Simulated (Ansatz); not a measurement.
Basis sets compared for `CCCCCCCCCCCC[Si](C)(C)Cl`. Charge 0, multiplicity 1. Geometry PBE-D4/def2-SVP. Ansatz on 2 threads of AMD EPYC 7R13 on a shared host and a share (18 GiB) of an NVIDIA H100 80GB HBM3; times are rough, and most runs start from earlier orbitals.

```xyz
47

C    -1.781   -6.666    2.719
C    -1.175   -5.916    1.532
C    -0.549   -4.570    1.913
C     0.054   -3.811    0.725
C     0.769   -2.502    1.094
C    -0.104   -1.443    1.788
C    -1.361   -1.017    1.010
C    -1.109   -0.477   -0.406
C    -0.209    0.762   -0.468
C    -0.058    1.332   -1.882
C     0.887    2.538   -1.995
C     0.420    3.791   -1.236
Si    1.523    5.312   -1.432
C     0.873    6.755   -0.414
C     1.744    5.791   -3.240
Cl    3.430    4.804   -0.681
H    -2.225   -7.635    2.412
H    -2.583   -6.071    3.206
H    -1.016   -6.880    3.495
H    -1.956   -5.747    0.757
H    -0.403   -6.551    1.042
H    -1.321   -3.943    2.411
H     0.241   -4.736    2.682
H    -0.747   -3.609   -0.022
H     0.778   -4.476    0.204
H     1.630   -2.738    1.758
H     1.218   -2.068    0.174
H    -0.418   -1.815    2.787
H     0.525   -0.551    1.997
H    -1.894   -0.239    1.602
H    -2.066   -1.874    0.947
H    -2.090   -0.232   -0.872
H    -0.674   -1.277   -1.046
H     0.802    0.519   -0.071
H    -0.620    1.540    0.214
H    -1.062    1.616   -2.273
H     0.309    0.526   -2.555
H     1.017    2.787   -3.071
H     1.898    2.253   -1.629
H     0.334    3.587   -0.147
H    -0.603    4.087   -1.571
H     1.550    7.630   -0.488
H    -0.131    7.062   -0.776
H     0.785    6.477    0.656
H     2.404    6.676   -3.336
H     2.198    4.962   -3.820
H     0.763    6.038   -3.697
```

Single mean-field runs in def2-TZVP are fitted with def2-universal-jkfit.

Binding counts from free atoms (C triplet, Si triplet, Cl doublet, H doublet) in the same basis, without a counterpoise term.

| level | functions | energy (Eh) | HOMO (eV) | LUMO (eV) | binding per atom (eV) | wall time |
| --- | --- | --- | --- | --- | --- | --- |
| PBE-D4/def2-SVP | 387 | -1300.2284 | -6.57 | 0.58 | 4.25 | 8 s |
| PBE0-D4/def2-SVP | 387 | -1300.4197 | -7.91 | 1.41 | 4.21 | 9 s |

(1) Estimate the rows for PBE-D4/def2-TZVP (with forces), PBE0-D4/def2-TZVP (with forces).

Answers

(1) 
```json
{"level": "PBE-D4/def2-TZVP (with forces)", "functions": "694", "energy (Eh)": "-1301.0807", "HOMO (eV)": "-6.69", "LUMO (eV)": "0.04", "binding per atom (eV)": "4.21", "wall time": "11 s"}
{"level": "PBE0-D4/def2-TZVP (with forces)", "functions": "694", "energy (Eh)": "-1301.2533", "HOMO (eV)": "-7.96", "LUMO (eV)": "0.82", "binding per atom (eV)": "4.17", "wall time": "12 s"}
```
